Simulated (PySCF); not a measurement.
H6Cl2Si3 (SMILES [SiH3][SiH2][SiH](Cl)Cl), singlet, geometry from GFN2-xTB, with bond 10-2 at 2.4 times its length.

The PySCF input:
```python
from pyscf import gto, scf, mcscf, mrpt
import numpy

mol = gto.Mole()
mol.atom = '''
    Si   -2.70436472   -0.41043604    0.25604952
    Si   -0.98066823   -0.37968603   -1.30737473
    Si    1.11855884    0.11442225   -0.44763452
    Cl    1.05665349    1.93297120    0.46957990
    Cl    1.59270847   -1.24993739    0.98967694
    H    -2.45183477   -1.39245104    1.31357121
    H    -3.99711912   -0.75215180   -0.34476075
    H    -2.86582012    0.89442591    0.90236676
    H    -1.24060115    0.58726464   -2.38640353
    H    -0.69760839   -3.46587723   -3.00345370
    H     2.30958631    0.17673392   -1.29262928
'''
mol.basis = 'sto-3g'
mol.verbose = 4
mol.build()

mf = scf.RHF(mol)
mf.kernel()
mc = mcscf.CASCI(mf, 3, 2)
mc.fix_spin_(ss=0.0)
mc.kernel()
occ = numpy.linalg.eigvalsh(mc.fcisolver.make_rdm1(mc.ci, mc.ncas, mc.nelecas))[::-1]
ss = mc.fcisolver.spin_square(mc.ci, mc.ncas, mc.nelecas)[0]
print('natural occupations', occ.round(4), ' <S^2>', round(ss, 4))
e2 = mrpt.NEVPT(mc).kernel()
print('E(NEVPT2) = %.10f' % (mc.e_tot + e2))
```

Task: Give the natural occupations of the active orbitals at the level CASCI(2,3)+NEVPT2/STO-3G (PySCF).

Result: 1.14, 0.86, 0.00

Task: Give the nuclear repulsion energy at the level CASCI(2,3)+NEVPT2/STO-3G.

Result: 491.2828 Eh

Task: Give the SCF-reference dipole moment at the level CASCI(2,3)+NEVPT2/STO-3G.

Result: 3.32 D
